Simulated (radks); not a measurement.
Q: In4+, 45 electrons, occupied as [Ar] 3d10 4s2 4p5 4d9 4f1 (not the ground configuration). All-electron calculation, scalar-relativistic Kohn-Sham, PBEsol, spin-polarised, spherical densities, finite nucleus; open shells are filled with parallel spins first (spin-orbit coupling, left out, can overturn this in heavy ions); Fermi nuclear charge, rms radius 4.6156 fm. Program: a radial shooting solver on a logarithmic mesh with Libxc functionals. Some entries of the table are withheld. Estimate them.

orbital  occ.  eigenvalue (hartree)  <1/r> (bohr^-1)
1s up       1             -1021.670            51.83
1s down     1             -1021.660            51.83
2s up       1             -154.9043            11.81
2s down     1             -154.8881            11.81
2p up       3             -139.3043            11.38
2p down     3             -139.2870            11.38
3s up       1             -31.18180            4.181
3s down     1             -31.16496            4.181
3p up       3             -26.07220            3.983
3p down     3             -26.05340            3.983
3d up       5             -18.13276            3.755
3d down     5             -18.11118            3.756
4s up       1              -6.52647            1.655
4s down     1              -6.44199            1.655
4p up       3              -4.97544            1.509
4p down     2              -4.89182            1.508
4d up       5              -2.69924              (1)
4d down     4              -2.62042              (2)
5s up       0                   (3)           0.6499
5s down     0                   (4)           0.6480
5p up       0              -1.43421           0.5649
5p down     0              -1.37912           0.5641
4f up       1              -0.78181           0.5273

A: 
(1) 4d up <1/r> (bohr^-1): 1.231
(2) 4d down <1/r> (bohr^-1): 1.227
(3) 5s up eigenvalue (hartree): -1.81158
(4) 5s down eigenvalue (hartree): -1.75495
